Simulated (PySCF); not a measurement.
Distorted geometries of [Yb(PH3)]3+

[Yb(PH3)]3+ (singlet in the valence; each metal's 4f electrons, 13 of them, lie in its core potential, out of spins and levels). PySCF 2.14.0, RKS PBE, Yb lcecp-1-SVP with ECP59, P def2-SVP, H def2-SVP; non-relativistic Hamiltonian with scalar-relativistic core potentials where named; density fitting; no spin-orbit coupling. Relaxed geometry:

```xyz
5

Yb    0.0000    0.0000   -0.3587
P     0.0000    0.0000    2.5077
H     1.3487    0.0000    3.0190
H    -0.6744    1.1680    3.0190
H    -0.6744   -1.1680    3.0190
```

Order these distorted geometries by energy above the relaxed one, lowest first.
A.
```xyz
5

Yb    0.0631   -0.0564   -0.4392
P     0.0576    0.0856    2.4977
H     1.3641    0.1379    2.9867
H    -0.7904    1.0202    3.0731
H    -0.6943   -1.1873    3.0878
```
B.
```xyz
5

Yb    0.0599   -0.0345   -0.3974
P    -0.0356    0.0030    2.4902
H     1.3173   -0.0097    3.0785
H    -0.6631    1.1606    3.0476
H    -0.6785   -1.1194    2.9871
```
C.
```xyz
5

Yb   -0.0003    0.0707   -0.3317
P    -0.1976   -0.0346    2.5933
H     1.5748    0.0422    3.0177
H    -0.8574    0.9919    2.9851
H    -0.5195   -1.0702    2.9415
```

B (0.06 eV), A (0.32 eV), C (2.72 eV).

Which forces (eV/Å) act in the one that lies 0.06 eV up?


```
Yb  -0.02  0.03  0.12
P    1.34  0.79 -0.11
H   -0.46 -0.03 -0.34
H   -0.22  0.23 -0.04
H   -0.65 -1.02  0.38
```
Forces carry noise of the integration grid, about 0.01 to 0.03 eV/Å.

An lcecp potential fixes the number of 4f electrons, so in runs with it no electron can move into or out of that shell.
